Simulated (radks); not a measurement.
Initial-state core-level shifts of the erbium ion Er+ when its valence configuration changes from [Xe] 4f12 6s1. All-electron calculation, Dirac Kohn-Sham, PBE, spin-unpolarised, spherical densities, point nucleus; open shells fill j = l - 1/2 first. Program: a radial shooting solver on a logarithmic mesh with Libxc functionals. Shifts are changes of the shell-averaged eigenvalues in eV (positive: less bound).

valence,3s,4p,5s,5p
4f11 6s2,-10.015,-9.657,-6.329,-5.411
4f12 5d1,+1.536,+1.572,+1.738,+1.632
4f11.5 5d0.5 6s1,-3.680,-3.524,-1.966,-1.607
4f11 5d1 6s1,-7.706,-7.323,-3.946,-3.202
4f12 6p1,-1.182,-1.196,-1.250,-1.224
4f13,+6.770,+6.682,+4.790,+4.157
4f11 6s1.5 6p0.5,-10.604,-10.249,-6.925,-5.991
4f11 5d1 6p1,-8.856,-8.480,-5.117,-4.350
4f10 6s1 6p2,-24.287,-23.238,-15.383,-13.340
